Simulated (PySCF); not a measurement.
Compound: CH₈ClPSi₂.
SMILES: `[SiH3]P[SiH2]CCl`

The closed-shell SCF was solved with PySCF and density fitting under several settings on one GFN2-xTB geometry (grid level 2 and gas phase unless stated).

```json
{"settings": "PBE0/pcSseg-1", "basis functions": "153", "SCF cycles": "12", "E (Eh)": "-1422.8211", "HOMO (eV)": "-7.50", "LUMO (eV)": "-0.24", "dipole (D)": "1.87"}
{"settings": "B3LYP/def2-SVPD", "basis functions": "183", "SCF cycles": "11", "E (Eh)": "-1423.0870", "HOMO (eV)": "-7.22", "LUMO (eV)": "-0.55", "dipole (D)": "1.79"}
```

Task: Estimate the rows for these settings: (1) BLYP/aug-pcSseg-1, IEF-PCM acetone, start guess sap; (2) PBE0/pcSseg-0.

Result: 
```tsv
settings	basis functions	SCF cycles	E (Eh)	HOMO (eV)	LUMO (eV)	dipole (D)
BLYP/aug-pcSseg-1, IEF-PCM acetone, start guess sap	230	14	-1423.3726	-6.03	-0.92	2.29
PBE0/pcSseg-0	77	11	-1421.1459	-7.48	-0.10	2.24
```

Task: Over all rows, what range does the HOMO–LUMO gap span?

Result: From 5.11 eV (BLYP/aug-pcSseg-1, IEF-PCM acetone, start guess sap) to 7.38 eV (PBE0/pcSseg-0). The functional of the narrowest has no exact exchange, that of the widest 25 % exact exchange.

Task: And the dipole moment?

Result: From 1.79 D (B3LYP/def2-SVPD) to 2.29 D (BLYP/aug-pcSseg-1, IEF-PCM acetone, start guess sap); the largest is 1.28 times the smallest, and the median is 2.06 D.

Task: Compare two rows with the functional PBE0: PBE0/pcSseg-0 and PBE0/pcSseg-1. Which energy is lower, and by how much?

Result: PBE0/pcSseg-1 (153 functions) lies 1.6752 Eh or 1051 kcal/mol below PBE0/pcSseg-0 (77 functions).

Cycle counts include a coarse-grid stage where the run had one. The structure is a single GFN2-xTB conformer; no vibrational corrections.

The values belong to the conformer `[SiH3:1][PH:2][SiH2:3][CH2:4][Cl:5]`: Si1–P2–Si3–C4 82°, P2–Si3–C4–Cl5 177°.
